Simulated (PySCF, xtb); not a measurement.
Si(NMe2)(SH) (C₂H₇NSSi), SMILES CN(C)[Si]S (connectivity only; charge and spin as stated), neutral, multiplicity 1. One conformer was computed; it need not be the lowest.

Harmonic wavenumbers (cm⁻¹) from GFN2-xTB in xtb at its own minimum, in rising order: 73, 139, 170, 174, 209, 291, 291, 391, 466, 687, 735, 1036, 1054, 1084, 1124, 1200, 1309, 1416, 1430, 1470, 1484, 1494, 1507, 2468, 2916, 2919, 2942, 2949, 3032, 3056.

Problem. What does PBE-D3(BJ)/def2-SVP run with PySCF give at its own minimum? (Estimate from the structure and the level; the computed values follow.)

Solution. 67, 153, 181, 240, 282, 300, 338, 379, 485, 638, 723, 984, 1041, 1062, 1117, 1192, 1256, 1373, 1394, 1399, 1405, 1420, 1446, 2621, 2917, 2924, 2981, 2988, 3042, 3069. Paired by order, the mean absolute difference is 36 cm⁻¹ and the zero-point energies are 56.5 and 56.3 kcal/mol.
